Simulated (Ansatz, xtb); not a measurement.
# C4H11GeN: which of two isomers lies lower

We compare a, `N[C@@H]1CC[C@@H]1[GeH3]`, a singlet, with b, `N[C@@H]1CC[C@H]1[GeH3]`, a singlet. Both are isolated molecules in the gas phase, relaxed with B3LYP-D3(BJ)/def2-SVP; the shapes shown needn't be the lowest conformers.

a (Å):

```xyz
17

C     0.6752    0.7883   -1.0898
C     1.1745   -0.5928   -1.5720
C     2.0826   -0.6792   -0.3200
C     1.2525    0.4717    0.3185
Ge   -0.1165   -0.1356    1.6075
N    -0.7602    1.0030   -1.1612
H    -1.0910    0.8929   -2.1208
H    -0.9972    1.9565   -0.8833
H     1.2700    1.5942   -1.5681
H     0.3568   -1.3285   -1.5373
H     1.6571   -0.6393   -2.5599
H     2.1108   -1.6455    0.2073
H     3.1206   -0.3772   -0.5303
H     1.8343    1.2771    0.7940
H    -0.8670   -1.3799    1.0947
H    -1.1191    0.9843    1.9547
H     0.6240   -0.5328    2.9108
```

b (Å):

```csv
atom,x (Å),y (Å),z (Å)
C,-0.8434,0.9809,-1.2624
C,0.0355,0.7018,-2.5211
C,1.1231,0.1306,-1.5805
C,0.0338,-0.0366,-0.4840
Ge,0.4554,0.3145,1.4037
N,-2.2678,0.7732,-1.2263
H,-2.7656,1.5070,-1.7299
H,-2.5162,-0.1135,-1.6663
H,-0.6409,2.0049,-0.9016
H,-0.4211,-0.0900,-3.1383
H,0.2985,1.5519,-3.1710
H,1.6538,-0.7776,-1.9014
H,1.8724,0.8924,-1.3117
H,-0.4272,-1.0361,-0.5635
H,1.5327,-0.6680,1.9192
H,-0.7953,0.1883,2.2984
H,1.0119,1.7532,1.5210
```

Problem. Which of the two would you expect CCSD(T)/def2-SVP + ΔMP2/def2-TZVPP electronic energies to favour?

Solution. CCSD(T)/def2-SVP + ΔMP2/def2-TZVPP gives E(b) − E(a) = +0.01 kJ/mol, slightly favouring structure a, which is too small a margin to settle the true order.

The same difference at several levels:

```csv
level,geometry,E(b) − E(a) (kJ/mol),departure from the last row (kJ/mol),"job, with rough time for the two"
GFN2-xTB,GFN2-xTB,+14.61,+14.60,"optimisation, 0.78 s"
HF/STO-3G,GFN2-xTB,−8.44,−8.46,"single point, 2 s"
r2SCAN-D4/def2-SVP,GFN2-xTB,−3.33,−3.34,"single point, 12 s"
B3LYP-D3(BJ)/def2-SVP,B3LYP-D3(BJ)/def2-SVP,+2.38,+2.37,"optimisation, 3.7 min"
HF/def2-SVP,B3LYP-D3(BJ)/def2-SVP,+0.41,+0.40,part of the CCSD(T) run
MP2/def2-SVP,B3LYP-D3(BJ)/def2-SVP,+2.36,+2.35,part of the CCSD(T) run
CCSD(T)/def2-SVP,B3LYP-D3(BJ)/def2-SVP,+2.71,+2.69,single point
CCSD(T)/def2-SVP + ΔMP2/def2-TZVPP,B3LYP-D3(BJ)/def2-SVP,+0.01,,"single point, 5.7 min"
```

As drawn, both hold the same kinds of bond in the same numbers.

The largest departure from CCSD(T)/def2-SVP + ΔMP2/def2-TZVPP is that of GFN2-xTB, 14.60 kJ/mol. The last row adds to CCSD(T) the change of the MP2 difference between the two basis sets, here −2.69 kJ/mol.

With thermal terms from frequencies at re-optimised GFN2-xTB minima (ideal gas, soft modes damped towards free rotors, one conformer each, 298.15 K, 1 atm): the zero-point term adds −1.87 kJ/mol; ΔH is −0.51 and ΔG −5.23 kJ/mol.

The correlated steps freeze 14 core orbitals; the filled d shell of Ge is correlated, in a basis made for valence electrons. Run with Ansatz 0.2.0, xtb 6.7.1; the last row on 2 threads of AMD EPYC (Zen 3) on a shared host.
